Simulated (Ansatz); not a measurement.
C2H8NSc (`[CH3][Sc]([CH3])[NH2]`), 12 atoms. Charge 0, multiplicity 1. Correlated methods include outer-core shells of Sc, which these sets cover unevenly. Scalar relativity is left out up to krypton. All runs use 4 threads of an Arm Neoverse V1 on a shared host. Correlated methods freeze the cores.

Problem. How many basis functions does each run have, and how long does it take in Ansatz? RHF-MP2/def2-QZVPP energy; RKS PBE0-D4/def2-SVP energy; RKS ωB97M-V/def2-SVP energy; RKS HSE06 (plane-wave form)-D4/def2-TZVPP energy; direct RPA on PBE orbitals/def2-TZVPP energy; RHF-CCSD(T)/def2-TZVPP energy; RKS PBE0-D4/def2-TZVP relaxation (11 steps); RKS ωB97M-V/def2-QZVPP energy; RKS PBE0-D4/def2-QZVPP energy; RKS PBE0-D4/def2-TZVP frequencies; RKS PBE0-D4/def2-TZVPP energy; RKS r2SCAN-D4/def2-TZVPP energy and forces. (An estimate is asked.)

Solution. Computed: Other jobs shared the machine, so times are rough.

| level | job | functions | wall time | peak host memory (GiB) |
| --- | --- | --- | --- | --- |
| RKS PBE0-D4/def2-SVP | energy | 113 | 1.3 s | 0.55 |
| RKS PBE0-D4/def2-TZVPP | energy | 269 | 3.7 s | 0.66 |
| RKS HSE06 (plane-wave form)-D4/def2-TZVPP | energy | 269 | 4 s | 0.71 |
| RKS r2SCAN-D4/def2-TZVPP | energy and forces | 269 | 6.5 s | 0.38 |
| RKS ωB97M-V/def2-SVP | energy | 113 | 7 s | 0.55 |
| direct RPA on PBE orbitals/def2-TZVPP | energy | 269 | 8 s | 0.74 |
| RKS PBE0-D4/def2-QZVPP | energy | 504 | 8.5 s | 1.7 |
| RHF-MP2/def2-QZVPP | energy | 504 | 24 s | 3.1 |
| RKS ωB97M-V/def2-QZVPP | energy | 504 | 24 s | 2.1 |
| RKS PBE0-D4/def2-TZVP | relaxation (11 steps) | 186 | 40 s | 0.49 |
| RKS PBE0-D4/def2-TZVP | frequencies | 186 | 2.8 min | 0.55 |
| RHF-CCSD(T)/def2-TZVPP | energy | 269 | 4.2 min | 7.2 |
